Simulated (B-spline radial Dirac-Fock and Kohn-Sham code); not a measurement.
## X-ray scattering factor of Eu²⁺

System: Eu²⁺, [Xe] 4f6 5d1 (an excited configuration).

Input file task.json (cfg lists n, l and occupation; rrms is the nuclear radius in fm):

```json
{"items": [{
  "Z": 63,
  "q": 2,
  "cfg": [[1, 0, 2], [2, 0, 2], [2, 1, 6], [3, 0, 2], [3, 1, 6], [3, 2, 10], [4, 0, 2], [4, 1, 6], [4, 2, 10], [4, 3, 6], [5, 0, 2], [5, 1, 6], [5, 2, 1]],
  "A": 153,
  "rrms": 5.1115,
  "do": ["scatter"],
  "s": [0.0, 0.05, 0.1, 0.15, 0.2, 0.25, 0.3, 0.35, 0.4, 0.45, 0.5, 0.6, 0.7, 0.8, 0.9, 1.0, 1.1, 1.2, 1.4, 1.6, 1.8, 2.0, 2.5, 3.0, 3.5, 4.0, 5.0, 6.0],
  "pz": [0, 0.1, 0.2, 0.3, 0.4, 0.5, 0.6, 0.8, 1.0, 1.2, 1.4, 1.6, 1.8, 2.0, 2.5, 3.0, 4.0, 5.0, 7.0, 10.0, 15.0, 20.0, 30.0, 40.0, 60.0, 100.0],
  "hv_scatter": [1000, 5000, 10000, 20000, 30000, 50000, 200000, 1000000]
}]}
```

Command: `python xray_run.py task.json out`

Calculated with a radial atomic solver, using Dirac-Fock orbitals of the configuration average with a finite nucleus. f₀ is the Fourier transform of the spherical electron density, S the Waller-Hartree incoherent function, and s = sin θ/λ.

```csv
s (Å⁻¹),f₀,S
0,61.000,0.000
0.05,60.222,0.853
0.1,58.087,2.964
0.15,55.062,5.537
0.2,51.638,8.107
0.25,48.183,10.546
0.3,44.918,12.843
0.35,41.940,14.990
0.4,39.264,16.959
0.45,36.861,18.740
0.5,34.687,20.347
0.6,30.870,23.180
0.7,27.606,25.705
0.8,24.823,28.038
0.9,22.496,30.215
1,20.592,32.253
1.1,19.051,34.151
1.2,17.797,35.903
1.4,15.844,38.937
1.6,14.250,41.372
1.8,12.772,43.332
2,11.358,44.961
2.5,8.356,48.148
3,6.435,50.541
3.5,5.378,52.398
4,4.750,53.869
5,3.812,56.006
6,2.965,57.400
```

f₀ starts at the number of electrons, 61, and has fallen to half at s ≈ 0.61 Å⁻¹. The sum of ⟨r²⟩ over the electrons is 43.22 bohr².
